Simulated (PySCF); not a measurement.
# How methods differ on the ionisation energy of C²⁺

C²⁺ [He] 2s2 (1S) → C³⁺ [He] 2s1 (2S), as a difference of total energies. All numbers are calculated (PySCF 2.14, the non-relativistic Hamiltonian (point nucleus), in aug-cc-pVTZ with one added diffuse shell each of s, p, d, f type (6s5p4d3f, 62 functions)). Correlated levels: valence: 1s2 frozen. The calculations carry no spin-orbit coupling.

```csv
method,ionisation energy (eV),error (eV)
UHF,45.787,-2.101
LDA,46.947,-0.941
PBE,47.104,-0.784
PBE0,47.042,-0.846
r2SCAN,46.622,-1.266
BLYP,47.100,-0.788
wB97M-V,47.177,-0.711
B3LYP,47.235,-0.653
TPSSh,47.122,-0.766
MP2 (valence),46.961,-0.927
SCS-MP2 (valence),47.196,-0.692
```

Reference: 47.888 eV (measured; NIST Atomic Spectra Database, ionization energies).

Errors of the correlated levels include the incompleteness of this basis and the frozen core.

MP2 underrates the near-degeneracy of ns² with np² in the lower species.
